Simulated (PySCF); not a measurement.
SMILES C[Si](C)([SiH2][GeH3])C (C₃H₁₄GeSi₂), GFN2-xTB optimised geometry. Atoms within 1.6 Å of the plane z = 0.0 Å (x, y, z in Å): C1 (-0.62, -1.88, -1.59), Si2 (-0.03, -1.00, 0.00), C3 (1.88, -1.00, 0.00), C4 (-0.64, -2.01, 1.51), Si5 (-0.82, 1.20, 0.00), H10 (2.29, -2.01, -0.08), H11 (2.27, -0.56, 0.91), H12 (2.27, -0.43, -0.84), H13 (-0.27, -3.03, 1.48), H15 (-1.72, -2.05, 1.54), H16 (-0.31, 2.01, 1.11), H17 (-2.29, 1.30, 0.12).

Level of theory: PBE/def2-SVP (PySCF). Cells within 0.4 Å of a nucleus heavier than hydrogen are left out (blank, or x).

Map of the electron localisation function on the plane z = 0.0 Å:

```
|0000000000000000000000000000000|
|0000000000000000000000000000000|
|0000000000000000000000000000000|
|0000000000000000000000000000000|
|0000000000000000000000000000000|
|0000000000001110000000000000000|
|0000022211112221100000000000000|
|0001477753223443210000000000000|
|0004899997422455310000000000000|
|0018999999500014320000000000000|
|002999999923xx02321000000000000|
|00399999991xxx11320000000000000|
|002899999913xx03520000000000000|
|0006999998400038731000000000000|
|0002578865567999741011211000000|
|0000122223589999743334443100000|
|0000000001478821147655665200000|
|0000000001245026118851365310000|
|00000000001210xxx099xxx45310000|
|00000000001210xxx0993xx55310000|
|0000000000123012028876898620000|
|0000000000013421135679999951000|
|0000000000012333222379999983000|
|0000000000000111110169999983000|
|0000000000000000000039999982000|
|0000000000000000000016999840000|
|0000000000000000000001576300000|
|0000000000000000000000000000000|
|0000000000000000000000000000000|
|0000000000000000000000000000000|
|0000000000000000000000000000000|
```
Scale: ten equal steps from 0.000 (start of '0') to 1.000 (end of '9'), in the order '0123456789'; x runs from -4.50 to 4.50, y from -4.50 (bottom) to 4.50 (top).
